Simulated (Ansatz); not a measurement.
System (SMILES): [SiH]=O (O-SiH), doublet.
Atoms: Si1, O2, H3. Bonds: Si1-O2, Si1-H3.

Basis-set convergence of the harmonic zero-point energy at HF with Ansatz (a first-principles code). Each level at its own minimum, finite differences of forces, unscaled; the reference is a large set that could be run, not a limit. Cartesian d functions, on some or all atoms, in 6-31G*, 6-31G**; all else is spherical. The program fits the integrals of some runs and decomposes those of others, by size. Open shells are unrestricted. No added dispersion term, no relativity. Reference: the value in pcseg-3, 5.97 kcal/mol. Deviations are taken from unrounded values.

| basis | functions | harmonic zero-point energy (kcal/mol) | minus reference (kcal/mol) |
|---|---|---|---|
| STO-3G | 15 | 6.67 | 0.70 |
| 6-31G | 24 | 5.16 | -0.81 |
| pcseg-0 | 24 | 5.10 | -0.87 |
| 6-31G* | 36 | 6.01 | 0.04 |
| def2-SVP | 37 | 5.93 | -0.04 |
| 6-31G** | 39 | 5.98 | 0.01 |
| def2-SVPD | 55 | 5.91 | -0.06 |
| aug-cc-pV(D+d)Z | 64 | 5.84 | -0.13 |
| 6-311++G(2d,2p) | 72 | 5.93 | -0.04 |
| pcseg-2 | 78 | 5.97 | 0.00 |
| jun-cc-pV(T+d)Z | 101 | 5.95 | -0.02 |
| 6-311++G(3df,3pd) | 104 | 5.96 | -0.01 |
| def2-TZVPPD | 105 | 5.96 | -0.01 |
| aug-pcseg-2 | 119 | 5.96 | -0.01 |
| aug-cc-pV(T+d)Z | 124 | 5.95 | -0.02 |
| cc-pV(Q+d)Z | 149 | 5.98 | 0.01 |
| def2-QZVPP | 157 | 5.98 | 0.01 |
| pcseg-3 | 157 | 5.97 | 0.00 |
